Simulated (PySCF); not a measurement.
## Orbital picture of BiN

TPSS at R = 1.971 Å; basis Bi aug-cc-pVDZ-PP with ECP60, N aug-cc-pVDZ; scalar-relativistic core potentials; PySCF 2.14. State: ¹Σ⁺ (singlet), closed shell. Only the outer orbitals are listed, counted within each symmetry, core potentials removing the inner ones.

```csv
orbital,occ.,ε (eV),on Bi (%),main shells (%)
5σ,2,-18.78,23,"72 N s, 21 Bi s"
6σ,2,-13.54,74,"71 Bi s, 25 N s"
7σ,2,-6.55,36,"57 N p, 32 Bi p"
3π,2,-6.41,41,"58 N p, 41 Bi p"
3π,2,-6.41,41,"58 N p, 41 Bi p"
4π,0,-3.52,63,"60 Bi p, 38 N p"
4π,0,-3.52,63,"60 Bi p, 38 N p"
8σ,0,-0.73,97,"86 Bi p, 15 N p"
```

Which are the highest filled and the lowest empty level, where do they sit, and how wide is the gap?

Highest filled 3π at -6.41 eV (in %: 58 N p, 41 Bi p); lowest empty 4π at -3.52 eV (in %: 60 Bi p, 38 N p); the gap at TPSS is 2.89 eV.

```
bond order (Mayer)                              : 2.60
⟨S²⟩                                            : 0.000
charge on Bi (Mulliken, basis-dependent)        : 0.74
charge on Bi (Löwdin, basis-dependent)          : 0.84
dipole moment (positive dipole means Bi(−)N(+)) : -3.97 D
```

These are scalar-relativistic numbers at best; spin–orbit coupling would shift them, the dissociation energy most.
